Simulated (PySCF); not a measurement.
CH5ClO2Sn. Atoms are numbered in the order given.

```xyz
10

C      2.1778    -0.1650    -0.4803
Sn     0.0909     0.0737    -0.2202
O     -0.9964    -0.9810    -1.4888
O     -0.3518     1.9817    -0.4290
Cl    -0.6713    -0.6329     1.8964
H      2.3511    -0.7690    -1.3806
H      2.6304     0.8286    -0.5935
H      2.5893    -0.6728     0.4012
H     -1.6849    -1.4765    -1.0283
H     -1.3013     2.1494    -0.4038
```
Charge 0, spin multiplicity 1.

Geometry optimised at PBE0-D3(BJ)/def2-SVP. The structure was generated by enumeration; whether it is a known compound was not checked. The def2 effective core potentials stand for the cores of Sn; spin–orbit coupling is left out. One conformer was computed; it need not be the lowest.

Computed with r2SCAN/def2-TZVP in PySCF.

Isolated molecule, no solvent.

The total energy is -866.21208 hartree and the highest occupied level is -7.47 eV. The lowest empty level is -2.01 eV and the orbital gap is 5.47 eV. The dipole moment is 1.20 D, the quadrupole, principal values (traceless, Buckingham form, about the centre of nuclear charge) is -9.94, -2.93, 12.87 D·Å and the mean static polarisability is 68.7 bohr³ (10.18 Å³). The polarisability, principal values is 61.7, 67.0, 77.4 bohr³.
